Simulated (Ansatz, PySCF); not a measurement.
Noncovalent pair: digermane (SMILES [GeH3][GeH3]) (first 8 atoms) with CH4 (SMILES C); geometry from B3LYP-D3(BJ)/def2-TZVP, rigid monomers moved along the line of their centres of mass till Ge1···C9 is 4.55 Å.
(charge 0, multiplicity 1):
| atom | x (Å) | y (Å) | z (Å) |
|---|---|---|---|
| Ge | -0.1882 | -1.4085 | 0.6535 |
| Ge | -0.3699 | 0.9892 | 0.2595 |
| H | 0.1695 | -2.1320 | -0.6575 |
| H | -1.5251 | -1.9702 | 1.1695 |
| H | 0.9045 | -1.7129 | 1.6910 |
| H | 1.0286 | 1.6173 | 0.1209 |
| H | -1.1031 | 1.6820 | 1.4201 |
| H | -1.1531 | 1.2549 | -1.0389 |
| C | 0.5608 | 0.4203 | 4.7561 |
| H | -0.4560 | 0.3237 | 4.3784 |
| H | 0.9731 | -0.5691 | 4.9474 |
| H | 1.1758 | 0.9323 | 4.0173 |
| H | 0.5497 | 0.9969 | 5.6799 |

Monomers are frozen at their geometry in the pair; levels with a basis set take the counterpoise correction.

Run with Ansatz (Gaussian orbitals); PySCF for the dispersion terms. 

Q: Give the interaction energy at the level PBE0/def2-TZVPPD.

A: -9 meV

Q: What is the computed interaction energy (PBE-D4/def2-TZVPPD)?

A: -44 meV

Q: What is the computed interaction energy (wB97X-V/def2-TZVPPD)?

A: -35 meV

Ansatz is a first-principles code.
